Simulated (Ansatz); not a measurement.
Input and output for `[CH3][GeH]([CH3])[SH]`.

```yaml
crystal:
  periodic: [false, false, false]
  atoms:
    - {symbol: C, position_ang: [-0.752695, 0.983756, -1.286732]}
    - {symbol: Ge, position_ang: [-0.441428, -0.121610, 0.262599]}
    - {symbol: C, position_ang: [1.356512, 0.055612, 0.977154]}
    - {symbol: S, position_ang: [-0.724921, -2.122197, -0.548901]}
    - {symbol: H, position_ang: [-1.734447, 0.877135, -1.709906]}
    - {symbol: H, position_ang: [-0.657616, 2.038436, -1.006995]}
    - {symbol: H, position_ang: [0.013075, 0.792730, -2.119137]}
    - {symbol: H, position_ang: [-1.493593, 0.148432, 1.373009]}
    - {symbol: H, position_ang: [1.522032, 1.006209, 1.336146]}
    - {symbol: H, position_ang: [1.461021, -0.661594, 1.803500]}
    - {symbol: H, position_ang: [2.098891, -0.183634, 0.187863]}
    - {symbol: H, position_ang: [-0.579262, -2.859233, 0.646455]}
basis:
  gaussian: {orbitals: ANO-RCC-VTZP, nuclear_model: gaussian, point_charges: [{charge: -1.00, position_ang: [5.782, 0.207, 0.211]}]}
total_charge: 1
magnetization: {spin_polarized: true, initial_magnetization: 1}
hamiltonian: {xc: {name: wPBEh}}
accuracy: high
scf: {lower_state_search: off}
output: {forces: true}
```

```sh
$ ansatz run in.yaml --threads 4 --pin off --events-out ev --progress --plain --max-ram 10444MiB
```

Output, abridged:

```
Functional definition: wPBEh
  name "wPBEh"
  cite "Heyd, Scuseria & Ernzerhof, J. Chem. Phys. 118, 8207 (2003) doi:10.1063/1.1564060"
  cite "Krukau, Vydrov, Izmaylov & Scuseria, J. Chem. Phys. 125, 224106 (2006) doi:10.1063/1.2404663"
  cite "Heyd & Scuseria, J. Chem. Phys. 120, 7274 (2004) doi:10.1063/1.1668634"
  cite "Ernzerhof & Perdew, J. Chem. Phys. 109, 3313 (1998) doi:10.1063/1.476928"
  cite "Perdew, Burke & Ernzerhof, Phys. Rev. Lett. 77, 3865 (1996) doi:10.1103/PhysRevLett.77.3865"
  parent pbe
  parameter a = 0.25
  parameter omega = 0.11/bohr
  exchange = wpbe_x - a*pbe_x_sr(omega) + a*exact_x_sr(omega)
  correlation = pbe_c
these checks for a lower state are left out or cut short: stability, starts, cluster_reference, orbital_swaps, neighbouring_geometries, increment
4806 factors; integrals over basis functions are off by at most 4.2e-9 eV
175 factors; integrals over basis functions are off by at most 1.2e-9 eV
mean field evaluation 1: about -70147.4149 eV, gradient 6.2e1 eV
mean field evaluation 2: about -70109.8783 eV, gradient 9.0e1 eV
mean field evaluation 4: about -70164.1478 eV, gradient 1.2e1 eV
mean field evaluation 8: about -70164.9034 eV, gradient 6.7e-1 eV
mean field evaluation 16: about -70164.9063 eV, gradient 5.3e-3 eV
mean field evaluation 32: about -70164.9063 eV, gradient 6.0e-8 eV
mean field -70164.90634245 eV, -2578.5127486033 hartree, gradient 2.7e-8 eV, S^2 0.757656; 0 other end points of the search recorded, 0 dependent functions left out
the calculation of the forces begins
reference -70164.90634939 eV, -2578.5127488584 hartree; 34, 33 occupied and 215, 216 virtual orbitals, 4806 factors
Total energy: -70164.90634939 eV, -2578.5127488584 hartree
Relativity: scalar
Atom 0 at    -0.752695     0.983756    -1.286732 Å, force     1.365958     0.241451    -1.305307 eV/Å
Atom 1 at    -0.441428    -0.121610     0.262599 Å, force    -0.284506     2.159583     0.094279 eV/Å
Atom 2 at     1.356512     0.055612     0.977154 Å, force     1.025769    -3.127075    -0.570821 eV/Å
Atom 3 at    -0.724921    -2.122197    -0.548901 Å, force     0.094648    -1.906440     0.870125 eV/Å
Atom 4 at    -1.734447     0.877135    -1.709906 Å, force    -0.517409    -0.257849    -0.117127 eV/Å
Atom 5 at    -0.657616     2.038436    -1.006995 Å, force     0.136438    -0.181882     0.122866 eV/Å
Atom 6 at     0.013075     0.792730    -2.119137 Å, force    -0.997928     0.177999     1.283272 eV/Å
Atom 7 at    -1.493593     0.148432     1.373009 Å, force     0.165698    -0.426096    -0.095098 eV/Å
Atom 8 at     1.522032     1.006209     1.336146 Å, force    -0.004279     2.379939     0.663544 eV/Å
Atom 9 at     1.461021    -0.661594     1.803500 Å, force     0.028453     0.180409    -0.259321 eV/Å
Atom 10 at     2.098891    -0.183634     0.187863 Å, force    -0.385469     0.149194     0.387454 eV/Å
Atom 11 at    -0.579262    -2.859233     0.646455 Å, force    -0.172391     0.660630    -1.088028 eV/Å
Dipole moment:     0.391713    -0.320696     0.180175 e Å
Checks for a lower state left out: stability, starts, cluster_reference, orbital_swaps, neighbouring_geometries, increment
```

Hardware: 4 threads of an Intel Xeon 6975P-C on a shared host. Wall time 3 min, peak host memory 2.6 GiB.
